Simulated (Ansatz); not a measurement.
CH4BF (SMILES CBF) moved off its minimum; all values from Ansatz (a first-principles code), cores frozen in correlated methods.
(charge 0, multiplicity 1)
```xyz
7

B     -0.19076    -0.27383     0.30244
H     -0.92525    -1.49586     0.42525
F      1.17500    -0.17327     0.76543
C     -0.81262     0.68017    -0.69456
H     -1.85549     1.18966    -0.60621
H     -0.93827     0.31567    -1.73112
H      0.10016     1.51008    -0.71086
```

Forces at wB97M-V/def2-TZVPP (eV/Å):

| atom | Fx | Fy | Fz |
|---|---|---|---|
| B1 | 0.813 | -4.085 | 0.604 |
| H2 | 2.005 | 2.492 | 0.500 |
| F3 | -3.835 | -0.080 | -1.041 |
| C4 | 1.065 | 4.304 | -0.830 |
| H5 | 1.962 | -0.834 | 0.708 |
| H6 | 0.633 | -0.441 | 0.527 |
| H7 | -2.643 | -1.356 | -0.467 |

Question: Give the forces (eV/Å), the total energy and the dipole at CCSD(T)/cc-pVTZ.

Answer: 
| atom | Fx | Fy | Fz |
|---|---|---|---|
| B1 | 1.111 | -4.283 | 0.845 |
| H2 | 1.973 | 2.445 | 0.517 |
| F3 | -3.969 | -0.085 | -1.074 |
| C4 | 0.929 | 4.475 | -1.002 |
| H5 | 1.907 | -0.793 | 0.739 |
| H6 | 0.647 | -0.479 | 0.459 |
| H7 | -2.598 | -1.280 | -0.485 |
Energy -164.9593 hartree, dipole 1.88 D.
